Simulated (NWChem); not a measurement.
Everything below was run with NWChem. System: CH3Si, charge 1, spin multiplicity 1, at the geometry of a parent with another charge or spin, in a state set for the comparison that need not be this species' ground state. Level: RHF/def2-TZVPD.

Job file:

```
start mol
memory heap 200 mb stack 900 mb global 1100 mb
charge 1
geometry units angstroms nocenter noautoz
  C      1.100553    -0.086661     0.000000
  Si    -0.793743     0.046157     0.000000
  H      1.537484    -0.549854     0.900791
  H      1.434112     0.973479     0.000000
  H      1.537484    -0.549854    -0.900791
  symmetry group Cs
end
basis spherical
  * library def2-tzvpd
end
scf
  rhf
  nopen 0
  maxiter 100
  thresh 1e-7
  semidirect memsize 60000000 filesize 0
end
task scf energy
```

NWChem printed:

```
             Northwest Computational Chemistry Package (NWChem) 7.3.0
             --------------------------------------------------------

                                NWChem Input Module
                                -------------------

 Scaling coordinates for geometry "geometry" by  1.889725989
 (inverse scale =  0.529177249)

 Turning off AUTOSYM since
 SYMMETRY directive was detected!

                             Geometry "geometry" -> ""
                             -------------------------

 Output coordinates in angstroms (scale by  1.889725989 to convert to a.u.)

  No.       Tag          Charge          X              Y              Z
 ---- ---------------- ---------- -------------- -------------- --------------
    1 C                    6.0000     1.10055300    -0.08666100     0.00000000
    2 Si                  14.0000    -0.79374300     0.04615700     0.00000000
    3 H                    1.0000     1.53748400    -0.54985400     0.90079100
    4 H                    1.0000     1.43411200     0.97347900     0.00000000
    5 H                    1.0000     1.53748400    -0.54985400    -0.90079100

 Effective nuclear repulsion energy (a.u.)      41.7492891981

            Nuclear Dipole moment (a.u.)
            ----------------------------
        X                 Y               Z
 ---------------- ---------------- ----------------
    -0.0000075589     0.0000056692     0.0000000000

      Symmetry information
      --------------------

 Group name             Cs
 Group number              2
 Group order               2
 No. of unique centers     4

      Symmetry unique atoms

     1    2    3    4


 Summary of "ao basis" -> "" (spherical)
 ------------------------------------------------------------------------------
       Tag                 Description            Shells   Functions and Types
 ---------------- ------------------------------  ------  ---------------------
 *                         def2-tzvpd                 on all atoms

 Summary of "ao basis" -> "ao basis" (spherical)
 ------------------------------------------------------------------------------
       Tag                 Description            Shells   Functions and Types
 ---------------- ------------------------------  ------  ---------------------
 C                         def2-tzvpd               13       37   6s3p3d1f
 Si                        def2-tzvpd               15       43   6s5p3d1f
 H                         def2-tzvpd                5        9   3s2p

                                 NWChem SCF Module
                                 -----------------

  ao basis        = "ao basis"
  functions       =   107
  atoms           =     5
  closed shells   =    11
  open shells     =     0
  charge          =   1.00
  wavefunction    = RHF
  use symmetry    = T
  symmetry adapt  = T

 Summary of "ao basis" -> "ao basis" (spherical)
 ------------------------------------------------------------------------------
       Tag                 Description            Shells   Functions and Types
 ---------------- ------------------------------  ------  ---------------------
 C                         def2-tzvpd               13       37   6s3p3d1f
 Si                        def2-tzvpd               15       43   6s5p3d1f
 H                         def2-tzvpd                5        9   3s2p

      Symmetry analysis of basis
      --------------------------

        a'         70
        a"         37

 Forming initial guess at       0.1s

      Superposition of Atomic Density Guess
      -------------------------------------

 Sum of atomic energies:        -328.00618553

 Renormalizing density from      23.00 to     22

      Non-variational initial energy
      ------------------------------

 Total energy =    -319.344456
 1-e energy   =    -511.714223
 2-e energy   =     150.620478
 HOMO         =      -0.644479
 LUMO         =      -0.407237

      Symmetry analysis of molecular orbitals - initial
      -------------------------------------------------

  Numbering of irreducible representations:

     1 a'          2 a"

  Orbital symmetries:

     1 a'          2 a'          3 a'          4 a'          5 a'
     6 a"          7 a'          8 a'          9 a"         10 a'
    11 a'         12 a"         13 a'         14 a'         15 a'
    16 a'         17 a"         18 a'         19 a"         20 a'
    21 a"

 Starting SCF solution at       1.5s

 ----------------------------------------------
         Quadratically convergent ROHF

 Convergence threshold     :          1.000E-07
 Maximum no. of iterations :          100
 Final Fock-matrix accuracy:          1.000E-09
 ----------------------------------------------

              iter       energy          gnorm     gmax       time
             ----- ------------------- --------- --------- --------
                 1     -328.1040613402  2.32D+00  8.06D-01      1.6
                 2     -328.2308006332  4.06D-01  9.83D-02      1.7
                 3     -328.2478143371  1.43D-02  3.78D-03      2.2
                 4     -328.2478322449  1.09D-04  6.21D-05      2.8
                 5     -328.2478322499  1.23D-08  2.37D-09      3.7

       Final RHF  results
       ------------------

         Total SCF energy =   -328.247832249885
      One-electron energy =   -530.230705373647
      Two-electron energy =    160.233583925683
 Nuclear repulsion energy =     41.749289198079

        Time for solution =      2.2s

       Symmetry analysis of molecular orbitals - final
       -----------------------------------------------

  Numbering of irreducible representations:

     1 a'          2 a"

  Orbital symmetries:

     1 a'          2 a'          3 a'          4 a"          5 a'
     6 a'          7 a'          8 a'          9 a"         10 a'
    11 a'         12 a"         13 a'         14 a'         15 a'
    16 a'         17 a"         18 a'         19 a"         20 a'
    21 a"

             Final eigenvalues
             -----------------

              1
    1  -69.1217
    2  -11.4378
    3   -6.4627
    4   -4.5621
    5   -4.5621
    6   -4.5605
    7   -1.1708
    8   -0.8416
    9   -0.7743
   10   -0.7669
   11   -0.6211
   12   -0.2213
   13   -0.2179
   14   -0.0933
   15   -0.0689
   16   -0.0313
   17   -0.0291
   18   -0.0130
   19   -0.0007
   20    0.0031
   21    0.0155

                       ROHF Final Molecular Orbital Analysis
                       -------------------------------------

 Vector    9  Occ=2.000000D+00  E=-7.743415D-01  Symmetry=a"
              MO Center=  1.2D+00, -2.9D-01,  1.1D-13, r^2= 1.3D+00
   Bfn.  Coefficient  Atom+Function         Bfn.  Coefficient  Atom+Function
  ----- ------------  ---------------      ----- ------------  ---------------
     9      0.309131  1 C  pz                12      0.271419  1 C  pz
    15      0.229867  1 C  pz                82      0.203218  3 H  s
   100     -0.203218  5 H  s

 Vector   10  Occ=2.000000D+00  E=-7.668861D-01  Symmetry=a'
              MO Center=  1.1D+00,  1.7D-01, -5.2D-14, r^2= 1.4D+00
   Bfn.  Coefficient  Atom+Function         Bfn.  Coefficient  Atom+Function
  ----- ------------  ---------------      ----- ------------  ---------------
     8      0.300429  1 C  py                11      0.271601  1 C  py
    91      0.236489  4 H  s                 14      0.209579  1 C  py
    90      0.161533  4 H  s

 Vector   11  Occ=2.000000D+00  E=-6.211443D-01  Symmetry=a'
              MO Center= -4.8D-01,  4.5D-02,  6.0D-16, r^2= 2.5D+00
   Bfn.  Coefficient  Atom+Function         Bfn.  Coefficient  Atom+Function
  ----- ------------  ---------------      ----- ------------  ---------------
    53     -0.379019  2 Si px                42      0.363498  2 Si s
    41      0.348706  2 Si s                  7      0.234860  1 C  px
    10      0.226384  1 C  px                 5      0.206107  1 C  s
    13      0.198679  1 C  px                40     -0.182840  2 Si s

 Vector   12  Occ=0.000000D+00  E=-2.212509D-01  Symmetry=a"
              MO Center= -7.8D-01,  5.2D-02, -8.7D-15, r^2= 3.0D+00
   Bfn.  Coefficient  Atom+Function         Bfn.  Coefficient  Atom+Function
  ----- ------------  ---------------      ----- ------------  ---------------
    58      0.563913  2 Si pz                55      0.478500  2 Si pz

 Vector   13  Occ=0.000000D+00  E=-2.179450D-01  Symmetry=a'
              MO Center= -8.0D-01,  2.5D-02, -2.1D-13, r^2= 3.0D+00
   Bfn.  Coefficient  Atom+Function         Bfn.  Coefficient  Atom+Function
  ----- ------------  ---------------      ----- ------------  ---------------
    57      0.569634  2 Si py                54      0.476457  2 Si py

 Vector   14  Occ=0.000000D+00  E=-9.325068D-02  Symmetry=a'
              MO Center=  3.1D-01,  5.2D-03, -3.3D-15, r^2= 8.9D+00
   Bfn.  Coefficient  Atom+Function         Bfn.  Coefficient  Atom+Function
  ----- ------------  ---------------      ----- ------------  ---------------
     5      3.757248  1 C  s                 92     -1.641396  4 H  s
    83     -1.416656  3 H  s                101     -1.416656  5 H  s
     6      1.205333  1 C  s                 42     -0.930638  2 Si s
    43      0.822145  2 Si s                 13      0.544677  1 C  px
     4     -0.447671  1 C  s                 97      0.426559  4 H  py

 center of mass
 --------------
 x =  -0.19580421 y =   0.00545741 z =   0.00000000

 moments of inertia (a.u.)
 ------------------
          11.960929235157           8.762069748168           0.000000000000
           8.762069748168         143.457584994696           0.000000000000
           0.000000000000           0.000000000000         143.737222588691

  Mulliken analysis of the total density
  --------------------------------------

    Atom       Charge   Shell Charges
 -----------   ------   -------------------------------------------------------
    1 C    6     6.73   0.85  1.12  0.46  0.75 -0.15  0.01  1.25  1.53  0.84  0.01  0.03  0.01  0.00
    2 Si  14    13.06   2.00  0.60  1.37  1.25  0.73 -0.02  4.09  1.74  0.37  0.68  0.13  0.05  0.06 -0.01  0.01
    3 H    1     0.73   0.25  0.45 -0.01  0.02  0.02
    4 H    1     0.75   0.25  0.45  0.02  0.02  0.02
    5 H    1     0.73   0.25  0.45 -0.01  0.02  0.02

       Multipole analysis of the density wrt the origin
       ------------------------------------------------

     L   x y z        total         open         nuclear
     -   - - -        -----         ----         -------
     0   0 0 0      1.000000      0.000000     23.000000

     1   1 0 0     -0.444304      0.000000     -0.000008
     1   0 1 0      0.022716      0.000000      0.000006
     1   0 0 1     -0.000000      0.000000      0.000000

     2   2 0 0    -10.461475      0.000000     81.677683
     2   1 1 0      0.094667      0.000000     -4.927607
     2   1 0 1      0.000000      0.000000      0.000000
     2   0 2 0    -11.034318      0.000000      5.810934
     2   0 1 1      0.000000      0.000000      0.000000
     2   0 0 2    -10.832251      0.000000      5.795298

 Task  times  cpu:        3.7s     wall:        3.7s

 Total times  cpu:        3.7s     wall:        3.7s
```
